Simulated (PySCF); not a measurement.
# [HgH3(H2O)]− at several levels of theory

Computed with PySCF 2.14.0 (density fitting, no spin-orbit coupling) at the geometry relaxed with PBE0:

```xyz
7
[HgH3(H2O)]− (singlet)
Hg    0.1010    0.0977    0.3692
H     1.4527    0.2255    1.4638
H    -1.6052    0.4124    0.8303
H     0.2534   -0.3700   -1.3602
O    -2.0636    1.2972   -1.9967
H    -2.2519    1.1336   -1.0595
H    -1.2784    0.7314   -2.0825
```

```tsv
level	basis	state	HOMO (eV)	gap (eV)	charge on Hg1 (e)	dipole about the centre of mass (D)	largest force component (eV/Å)
PBE0	Hg def2-SVP with ECP60, H def2-SVP, O def2-SVP	singlet	-1.35	5.55	-0.18	2.31	0.02
PBE0	Hg def2-TZVP with ECP60, H def2-TZVP, O def2-TZVP	singlet	-1.59	5.08	-0.11	2.57	0.16
```

Charges are Mulliken's, which hang on the basis. The relaxation used the grid (50, 194), these runs (75, 302) or, all-electron (x2c bases, spin-free X2C Hamiltonian), (99, 590).

Question: A further run in the first row's basis gives HOMO (eV) -3.61, gap (eV) 9.44, charge on Hg1 (e) -0.15, dipole about the centre of mass (D) 2.21, largest force component (eV/Å) 0.07. Which level was it?
A. BP86
B. wB97X

Answer: B. The others give HOMO -0.37 eV (BP86).

In the first row's basis the gap widens with exact exchange: 3.8 eV for BP86 (none); 5.5 eV for PBE0 (a fixed share); 9.4 eV for wB97X (rising or full at long range).

A frequency check found unstable modes (1, the lowest at -32 cm⁻¹), so the relaxed geometry is a saddle point, or these are noise.
